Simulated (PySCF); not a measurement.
Compound: C6H9O3 (doublet state).
Cartesian coordinates in Å at the GFN2-xTB level; atoms count from 1:
```
atom  x, y, z in Å
C1     3.527    0.258    0.106
C2     2.135    0.123   -0.295
C3     1.260    0.605   -1.125
O4    -0.056    0.245   -1.239
C5    -0.467   -0.768   -0.347
C6    -1.980   -0.918   -0.463
C7    -2.675    0.264    0.175
O8    -2.388    0.750    1.234
O9    -3.686    0.712   -0.576
H10    4.042   -0.700    0.033
H11    4.053    0.976   -0.535
H12    3.594    0.608    1.137
H13    1.470    1.388   -1.863
H14    0.038   -1.711   -0.602
H15   -0.191   -0.493    0.680
H16   -2.294   -1.821    0.064
H17   -2.276   -0.983   -1.509
H18   -4.116    1.472   -0.152
```

The hyperfine couplings belong to this conformer and change with its torsions.

Identity: `C(/OCCC(=O)O)=[C]\C` [radical].

Computed, not measured: UKS B3LYP, pcH-1 on C H O, non-relativistic, mean-field spin-orbit, GIAO (PySCF 2.14.0). Geometry: GFN2-xTB, one conformer, isolated molecule. Couplings are sensitive to structure, and on GFN2-xTB geometries they can be far from those on DFT ones. Stability of the SCF solution: not tested.

(1) Match the computed a_iso(13C) values +247.0, -30.8, +6.8, +4.2 MHz with the sites C1; C2; C3; C5.

Results:

(1) 
```
site  a_iso (MHz)  ρ(0) (bohr⁻³)                 position  distance from C2 (Å)  spin population  largest |T| (MHz)
  C1         +4.2        +0.0038           1 bond from C2                  1.45            -0.05                7.4
  C2       +247.0        +0.2197  largest spin population                  0.00            +0.99              143.6
  C3        -30.8        -0.0274           1 bond from C2                  1.30            -0.13               21.4
  C5         +6.8        +0.0060          3 bonds from C2                  2.75            +0.01                2.5
```

ρ(0) is the spin density at the nucleus and T the dipolar tensor; entries for several nuclei are means. The largest Mulliken spin populations are on C2 (+0.99), C3 (-0.13), H11 (+0.07) and H13 (+0.07). C2 is the only atom above +0.15. The positive populations add up to 1.18 and the negative ones to -0.18, together 2S = 1.

β density exceeds α density at some nuclei, such as C3 (-0.0274), spin density in bohr⁻³. In a single determinant that takes different orbitals for the two spins, that is spin polarisation.

Means are taken over nuclei equivalent by connectivity, which assumes that they swap fast. The three 1H nuclei of mean +67.8 MHz run from 24.3 to 144.8 MHz in the frozen geometry.

On Arm Neoverse V2, one thread, shared host with 192 logical CPUs at a one-minute load of 191, this took 1.9 min wall (with the writing of density and orbital grids) and 1.0 GiB of memory at its peak.
